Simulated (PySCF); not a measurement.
## Computed beside measured shifts

System: [1,1'-biphenyl]-4-carbonyl fluoride (3j) (C13H9FO), SMILES O=C(F)c1ccc(-c2ccccc2)cc1.

Atom-mapped SMILES (hydrogens are numbered by the atom that bears them): [O:1]=[C:2]([F:3])[c:4]1[cH:5][cH:6][c:7](-[c:8]2[cH:9][cH:10][cH:11][cH:12][cH:13]2)[cH:14][cH:15]1

Level of theory: GIAO PBE0/pcSseg-1, IEF-PCM chloroform, PySCF SCF with an in-house response code, fitting set def2-universal-JFIT up to Ne and JKFIT beyond, grid level 2, non-relativistic, geometry: PBE0-D3(BJ)/def2-SVP.

One optimised conformer. Values are averaged over the atoms that symmetry or fast rotation interchanges, on this one geometry and without vibrational averaging. Shifts are the reference shielding less the shielding here, at the same level (13C, 1H against isolated TMS; 19F against isolated CFCl3; 17O against isolated H2O); nuclei without a reference have shieldings only.

(1) What shifts does this level give for F3, and how do they compare with measurement?

Answers

(1) 
| atom | nucleus | computed / ppm | measured / ppm | computed less measured | measured against | medium of the measurement |
| --- | --- | --- | --- | --- | --- | --- |
| F3 | 19F | 13.4 | 18.1 | -4.7 | CFCl3 | CDCl3 |

Computed 19F and 31P shifts carry an offset from the reference molecule (CFCl3 is hard for DFT, lone H3PO4 or PH3 isn't the 85 % acid), so differences between compounds are more accurate than the values.

Measured values: Mengjie Cen, Xi Yang, Shanshan Zhang, Liguang Gan, Long Liu, Tieqiao Chen, Facile synthesis of acyl fluorides through deoxyfluorination of carboxylic acids.
